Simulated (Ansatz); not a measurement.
```yaml
crystal:
  periodic: [false, false, false]
  atoms:
    - {symbol: C, position_ang: [-0.410127, 0.262184, -1.984582]}
    - {symbol: In, position_ang: [0.772620, 0.211338, -0.219537]}
    - {symbol: C, position_ang: [-0.179138, -0.334483, 1.632743]}
    - {symbol: H, position_ang: [-0.014868, 0.514139, -2.966207]}
    - {symbol: H, position_ang: [-1.474881, 0.038080, -1.997763]}
    - {symbol: H, position_ang: [2.452411, 0.596123, -0.347883]}
    - {symbol: H, position_ang: [-1.181989, 0.091887, 1.688924]}
    - {symbol: H, position_ang: [-0.276378, -1.421911, 1.682903]}
    - {symbol: H, position_ang: [0.400848, -0.003658, 2.494399]}
basis:
  gaussian: {orbitals: def2-TZVPD, final_grid: {core_spheres: 1, valence_spheres: 1, degree: 5}}
magnetization: {spin_polarized: true, initial_magnetization: 1}
hamiltonian: {xc: {name: wB97M-V}}
```

```sh
$ ansatz run in.yaml --threads 4 --pin off --events-out ev --progress --plain --max-ram 10444MiB
```

It prints (some lines left out):

```
Functional definition: wB97M-V
1132 factors; their error is unknown
439 factors; integrals over basis functions are off by at most 1.1e-5 eV
mean field evaluation 1: about -7335.7409 eV, gradient 3.4e1 eV
mean field evaluation 2: about -7337.6386 eV, gradient 2.7e1 eV
mean field evaluation 4: about -7341.2026 eV, gradient 7.8e-1 eV
mean field evaluation 8: about -7322.1555 eV, gradient 3.9e0 eV
mean field evaluation 16: about -7322.2361 eV, gradient 1.3e-3 eV
mean field -7322.23605512 eV, -269.0872118358 hartree, gradient 4.4e-5 eV, S^2 0.755277; 0 other end points of the search recorded, 0 dependent functions left out
reference -7322.23630226 eV, -269.0872209180 hartree; 20, 19 occupied and 164, 165 virtual orbitals, 1132 factors
Total energy: -7322.23630226 eV, -269.0872209180 hartree
```

Q: Something in this input is off. What?

A: The integration grid is far too coarse. Self-consistency was reached. The result belongs to that input, not to the molecule as meant.
